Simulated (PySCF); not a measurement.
C2H7BO2Se.
Bonds: C1–Se2, Se2–C3, C3–B4, B4–O5, B4–O6. Hydrogens: H7, H8, H9 on C1; H10, H11 on C3; H12 on O5; H13 on O6.

Theory: PBE0-D3(BJ)/def2-SVP geometry optimisation, gas phase (PySCF 2.14.0).

Q: Give the optimised bond lengths and angles.

A: 
```json
{"bond": "C1–Se2", "length (Å)": "1.943"}
{"bond": "Se2–C3", "length (Å)": "1.951"}
{"bond": "C3–B4", "length (Å)": "1.587"}
{"bond": "B4–O5, B4–O6", "length (Å)": "1.358"}
{"bond": "C1–H7, C1–H8, C1–H9", "length (Å)": "1.099"}
{"bond": "C3–H10, C3–H11", "length (Å)": "1.102"}
{"bond": "O5–H12, O6–H13", "length (Å)": "0.968"}
```

Bonds in one row agree within 0.01 Å and their mean is given. A selection of angles:
```json
{"angle": "Se2–C1–H7", "degrees": "110.3"}
{"angle": "Se2–C1–H8", "degrees": "107.3"}
{"angle": "H7–C1–H8", "degrees": "109.2"}
{"angle": "C1–Se2–C3", "degrees": "96.9"}
{"angle": "Se2–C3–B4", "degrees": "112.6"}
{"angle": "Se2–C3–H10", "degrees": "110.1"}
{"angle": "Se2–C3–H11", "degrees": "105.4"}
{"angle": "B4–C3–H10", "degrees": "112.6"}
{"angle": "B4–C3–H11", "degrees": "109.4"}
{"angle": "H10–C3–H11", "degrees": "106.2"}
{"angle": "C3–B4–O5", "degrees": "121.9"}
{"angle": "C3–B4–O6", "degrees": "118.4"}
{"angle": "O5–B4–O6", "degrees": "119.7"}
{"angle": "B4–O5–H12", "degrees": "109.5"}
{"angle": "B4–O6–H13", "degrees": "111.4"}
```

Torsions: C1–Se2–C3–B4 67° (synclinal); Se2–C3–B4–O5 19° (synperiplanar); H12–O5–B4–C3 -1° (synperiplanar); H13–O6–B4–C3 -179° (antiperiplanar). The mirror-image conformer, all signs reversed, is as good.

B4 (three-coordinate boron) is planar (angles 121.9°, 119.7° and 118.4°, sum 360.0°, 0.00 Å off the plane of its three neighbours). O5 (boron-bound oxygen) is bent (angle 109.5°). Of the pairs four or more bonds apart, Se2···H12 is among the closest relative to their van der Waals radii: 2.52 Å, 81 % of the sum of Bondi's values.

Point group: C1 (no symmetry element, even within 0.4 Å). No frequency check. One conformer, not necessarily the lowest (C1–Se2–C3–B4 67°, Se2–C3–B4–O5 19°, C3–B4–O5–H -1°, C3–B4–O6–H -179°).
